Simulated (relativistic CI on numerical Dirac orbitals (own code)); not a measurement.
## Ti II: calculation against measurement

Computed by Dirac-Coulomb-Breit CI, KLI orbitals optimised for each configuration, model QED (radiative potential, 1s self-energy scaled to tabulated hydrogen-like ionisation energies), valence Slater integrals scaled by 0.85, configuration energies shifted to the measured levels that pair with them (semi-empirical) (own radial code, finite nucleus).

Configuration list (outside the closed core [Ar]): 3d²4s, 3d³, 3d4s², 3d²4p, 3d²4d, 3d²4f, 3d4s4p, 3d²5s, 4s4p², 3d4p², 3d²5p, 3d4s5p, 3d²6s, 3d²5d, 4s²4p, 3d²6p, 3d²5f, 3d²5g, 3d²6d, 3d4s6s, 3d4s5d, 3d²6f, 3d4s6p, 3d4s5s, 3d4s4d, 3d4s5f, 3d4s5g, 3d4s6d, 3d4p4d, 3d4s6f. Levels of other configurations are missing.

```tsv
Configuration	Term (tabulated)	J	Measured (cm⁻¹)	Computed	Error	Purity (%)
3d²4s	a 4F	3/2	0.0	0	0	91
3d²4s	a 4F	5/2	94.1	79	-16	95
3d²4s	a 4F	7/2	225.7	189	-36	97
3d²4s	a 4F	9/2	393.4	332	-62	98
3d³	b 4F	3/2	908.0	-79	-987	91
3d³	b 4F	5/2	983.9	-19	-1003	95
3d³	b 4F	7/2	1087.3	63	-1024	97
3d³	b 4F	9/2	1215.8	163	-1052	98
3d²4s	a 2F	5/2	4628.6	4783	154	97
3d²4s	a 2F	7/2	4897.6	5015	117	97
3d²4s	a 2D	3/2	8710.4	9269	558	66
3d²4s	a 2D	5/2	8744.2	9322	578	72
3d³	a 2G	7/2	8997.7	9036	39	95
3d³	a 2G	9/2	9118.3	9132	14	95
3d³	a 4P	1/2	9363.6	9390	27	96
3d³	a 4P	3/2	9395.7	9427	31	91
3d³	a 4P	5/2	9518.1	9518	0	98
3d³	a 2P	1/2	9850.9	9816	-35	69
3d²4s	b 4P	1/2	9872.7	10810	938	99
3d²4s	b 4P	3/2	9930.7	10859	928	99
3d³	a 2P	3/2	9975.9	9925	-51	65
3d²4s	b 4P	5/2	10024.7	10931	906	99
3d³	b 2D	3/2	12628.7	14160	1531	71
3d³	a 2H	9/2	12677.0	12634	-43	100
3d³	b 2D	5/2	12758.1	14255	1497	72
3d³	a 2H	11/2	12774.7	12713	-61	100
3d²4s	b 2G	9/2	15257.4	16082	825	94
3d²4s	b 2G	7/2	15265.6	16090	824	94
3d²4s	b 2P	1/2	16515.9	18302	1786	69
3d²4s	b 2P	3/2	16625.1	18393	1767	69
3d³	b 2F	7/2	20891.7	21951	1059	98
3d³	b 2F	5/2	20951.6	22002	1051	98
3d4s²	c 2D	3/2	24961.0	24948	-13	77
3d4s²	c 2D	5/2	25192.8	25202	10	76
3d²4p	z 4G°	5/2	29544.4	29628	83	99
3d²4p	z 4G°	7/2	29734.5	29788	54	99
3d²4p	z 4G°	9/2	29968.3	29987	19	100
3d²4p	z 4G°	11/2	30240.9	30222	-19	100
3d²4p	z 4F°	3/2	30836.3	30654	-182	98
3d²4p	z 4F°	5/2	30958.5	30755	-204	98
3d²4p	z 4F°	7/2	31113.7	30888	-226	98
3d²4p	z 2F°	5/2	31207.4	31394	187	93
3d²4p	z 4F°	9/2	31301.0	31050	-251	99
3d²4p	z 2F°	7/2	31490.8	31639	148	96
3d²4p	z 2D°	3/2	31756.5	31873	116	90
3d²4s	a 2S	1/2	31787.8	34714	2926	98
3d²4p	z 2D°	5/2	32025.5	32099	74	77
3d²4p	z 4D°	1/2	32532.2	32283	-250	98
3d²4p	z 4D°	3/2	32602.5	32357	-245	91
3d²4p	z 4D°	5/2	32698.0	32461	-237	81
3d²4p	z 4D°	7/2	32767.1	32501	-266	96
3d²4p	z 2G°	7/2	34543.3	34698	155	99
3d²4p	z 2G°	9/2	34748.4	34883	135	99
```

Measured levels from NIST Handbook of Basic Atomic Spectroscopic Data (Sansonetti and Martin, J. Phys. Chem. Ref. Data 34, 1559 (2005)); pairs were made by configuration, J and term (by order where the table uses no LS term), so strongly mixed levels may be paired wrongly.

Mean error by configuration (cm⁻¹): 3d²4s 813; 3d³ 58; 3d4s² -2; 3d²4p -50. Over the excited levels the mean absolute error is 477 cm⁻¹ (52 of the 52 excited levels that our extract of the source holds in range could be paired), and the median relative error of those above 1,000 cm⁻¹ is 0.72 %, both after the shifts were fitted to these levels, so that a configuration with one level shows no error.

Transition probabilities of persistent lines. The last column rescales the computed rate by the cube of measured over computed energy:

| λ measured (Å) | Lower | Upper | A tabulated (s⁻¹) | A computed | A rescaled |
| --- | --- | --- | --- | --- | --- |
| 3088.04 air | 3d²4s a 4F9/2 | 3d²4p z 4D°7/2 | 1.50e+08 | 2.08e+08 | 2.11e+08 |
| 3234.51 air | 3d²4s a 4F9/2 | 3d²4p z 4F°9/2 | 1.71e+08 | 1.69e+08 | 1.73e+08 |
| 3239.04 air | 3d²4s a 4F5/2 | 3d²4p z 4F°5/2 | 1.26e+08 | 1.02e+08 | 1.04e+08 |
| 3349.41 air | 3d²4s a 4F9/2 | 3d²4p z 4G°11/2 | 1.68e+08 | 2.15e+08 | 2.15e+08 |
| 3361.23 air | 3d²4s a 4F7/2 | 3d²4p z 4G°9/2 | 1.58e+08 | 1.92e+08 | 1.91e+08 |
| 3372.80 air | 3d²4s a 4F5/2 | 3d²4p z 4G°7/2 | 1.41e+08 | 1.77e+08 | 1.76e+08 |
| 3383.77 air | 3d²4s a 4F3/2 | 3d²4p z 4G°5/2 | 1.39e+08 | 1.73e+08 | 1.72e+08 |
| 3759.30 air | 3d²4s a 2F7/2 | 3d²4p z 2F°7/2 | 9.40e+07 | 1.36e+08 | 1.35e+08 |

Configurations whose levels could be paired with our table of measured levels were shifted onto them, all but the ground configuration, by the median error of their levels; single terms can still be off by 1,000 to 2,000 cm⁻¹ or more, and rates follow the energies as ν³ (E1, M1) or ν⁵ (E2). The others borrow a shift and can be off by several thousand cm⁻¹ or more. The fine structure of a lone outer electron comes out too small, for d and f at times inverted, and misplaced configurations move strength between like terms. 52 of the 52 excited levels that our extract of the measured tables holds in this range could be paired (the sources list more); they are missed by 477 cm⁻¹ on average and 2926 at most, after the shifts were fitted to these levels, and levels without a partner can miss by more. The computed lowest level isn't the tabulated ground level, which NIST ASD gives as 3d2 (3F) 4s 4F3/2.

Shifts applied (cm⁻¹): 3d²4s 0; 3d³ -2289; 3d4s² -647; 3d²4p 1085.
